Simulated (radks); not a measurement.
The samarium ion Sm47+, configuration [Ne] 3s2 3p3 (the NIST ground configuration).

Method: scalar-relativistic Kohn-Sham, PBE, spin-polarised, spherical densities, finite nucleus; open shells are filled with parallel spins first (spin-orbit coupling, left out, can overturn this in heavy ions); Fermi nuclear charge, rms radius 5.0819 fm; computed with a radial shooting solver on a logarithmic mesh with Libxc functionals.

Energy parts (Ry):
total: -16596.2289
kinetic: 17986.3269
electron-nucleus: -36246.1277
Hartree: 1922.2396
exchange-correlation: -258.6677

Orbitals (lengths in bohr, moments of r in powers of bohr; r(90%) holds 90 % of the orbital's charge):
1s up: occ. 1; eigenvalue (Ry) -3664.321; <r^2> 0.0007044; r(90%) 0.0411
1s down: occ. 1; eigenvalue (Ry) -3663.671; <r^2> 0.0007043; r(90%) 0.0411
2s up: occ. 1; eigenvalue (Ry) -784.4533; <r^2> 0.01081; r(90%) 0.148
2s down: occ. 1; eigenvalue (Ry) -783.9744; <r^2> 0.01080; r(90%) 0.148
2p up: occ. 3; eigenvalue (Ry) -726.1309; <r^2> 0.008624; r(90%) 0.137
2p down: occ. 3; eigenvalue (Ry) -725.4495; <r^2> 0.008618; r(90%) 0.137
3s up: occ. 1; eigenvalue (Ry) -310.9642; <r^2> 0.06130; r(90%) 0.337
3s down: occ. 1; eigenvalue (Ry) -308.7849; <r^2> 0.06151; r(90%) 0.337
3p up: occ. 3; eigenvalue (Ry) -293.1208; <r^2> 0.05886; r(90%) 0.334
3p down: occ. 0; eigenvalue (Ry) -290.9456; <r^2> 0.05906; r(90%) 0.335

The highest occupied level is 3p up at -3988.1 eV. The spin density at the nucleus is -30.26 e/bohr^3 (1s -60.15, 2s 1.22, 3s 28.67). The density falls to 0.001 e/bohr^3 at r = 0.67 bohr.
